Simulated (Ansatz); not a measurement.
Two isomers of C2H4BFO: A = `O/C=C/BF`, B = `C=C(O)BF`.

Gas-phase electronic energies from Ansatz, PBE0-D4/def2-TZVP geometries. CCSD(T)/CBS is the MP2 limit (def2-TZVPP, def2-QZVPP) plus CCSD(T) − MP2 in def2-TZVPP, frozen cores. Functionals use def2-TZVPP. B3LYP here is the variant with VWN-RPA as its local correlation; programs differ in this. Each species was taken in one conformer, which may not be the lowest.

Problem. Which is lower in electronic energy at CCSD(T)/CBS, and by how much? (Estimate.)

Solution. Ansatz gave: A, by 28.5 kJ/mol.

Problem. Give E(B) − E(A) in kJ/mol with CCSD(T)/def2-TZVPP, HF/def2-TZVPP, B2PLYP, BLYP-D4, CCSD(T)/def2-SVP, LDA (SPW92), B3LYP. (An estimate is asked.)

Solution. The calculation gave: CCSD(T)/def2-TZVPP 29.1, HF/def2-TZVPP 34.8, B2PLYP 32.9, BLYP-D4 31.4, CCSD(T)/def2-SVP 31.0, LDA (SPW92) 36.0, B3LYP 33.7. None reverses the order clearly.

Problem. Does the order hold for the free energy at 298.15 K (harmonic terms from PBE0-D4)? (An estimate is asked.)

Solution. Computed: Yes: G(B) − G(A) = +25.9 kJ/mol, for one conformer each.

Largest T1 diagnostic: 0.014.

Leaving LDA and LC-ωPBE aside and taking each functional with its dispersion term where it has one, the values, not all of them listed here, spread over 4.8 kJ/mol, from BLYP-D4 to B97M-V.
